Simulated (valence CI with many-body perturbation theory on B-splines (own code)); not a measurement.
**Pd³⁸⁺: key properties**

Level of theory: valence CI with perturbative core correlation (CI+MBPT): six valence electrons over a frozen Dirac-Fock core [He], a basis of 9 s, 9 p, 8 d, 6 f, 3 g, 1 h functions for each j, with the one-electron correlation potential Σ1 (screened to all orders), the two-electron term Σ2, the three-electron term Σ3, Breit, model QED; selected single and double excitations, second order for the rest, scaled by the run's own slope (own B-spline code, finite nucleus).

The last digits are not significant, and no measured levels were compared; by estimate large intervals hold to a few tenths of a per cent, small ones and those within an open d or f shell to about a per cent. Among the levels kept, up to 2200 cm⁻¹ of a level comes from second order outside the variational space, and about a tenth of that is noise between levels of different J, which matters for small intervals.

Levels are named by their leading jj configuration (3d3/2^4 stands for four electrons in 3d with j = 3/2), which in mixed levels can hold well under half, so a name can repeat and another be missing.

Rates and lifetimes use the calculated energies. Strong lines usually hold to 10 to 20 %, long lifetimes can be off by a factor of two.

Problem. What is the ground level?

Solution. (2s^2 2p1/2^2 2p3/2^2) J=2, composition 73 % 2s2 2p4 3P + 27 % 2s2 2p4 1D, g = 1.351.

Problem. Name the longest-lived excited levels whose lifetime is computed, and their main decay.

Solution. (2s^2 2p1/2^2 2p3/2^2) J=0 at 29.8 eV lives 56.6 ms, mostly by E2 to (2s^2 2p1/2^2 2p3/2^2) J=2; (2s^2 2p1/2 2p3/2^3) J=2 at 176.9 eV lives 43.2 ns, mostly by M1 to (2s^2 2p1/2^2 2p3/2^2) J=2; (2s^2 2p1/2 2p3/2^3) J=1 at 161.9 eV lives 22.2 ns, mostly by M1 to (2s^2 2p1/2^2 2p3/2^2) J=2.

Problem. What are the static dipole polarisabilities of the lowest levels?

Solution. (2s^2 2p1/2^2 2p3/2^2) J=2 0.000676 (tensor 5.7e-05); (2s^2 2p1/2^2 2p3/2^2) J=0 0.000622; (2s^2 2p1/2 2p3/2^3) J=1 0.000840 (tensor -0.00010); (2s^2 2p1/2 2p3/2^3) J=2 0.000786 (tensor -0.00019) bohr³, of which the core gives 1.84e-06.

Problem. How well does LS coupling describe the low levels?

Solution. Among the lowest 20 levels the leading LS term, summed over configurations, holds 60 % on average. For single configurations the figures are 60 % in LS and 98 % in jj coupling. Terms mix most in the J = 2 level at 3200.0 eV, where the leading one holds 24 %.

Problem. Where does the other parity begin?

Solution. At (2s 2p1/2^2 2p3/2^3) J=2, 373.1 eV.
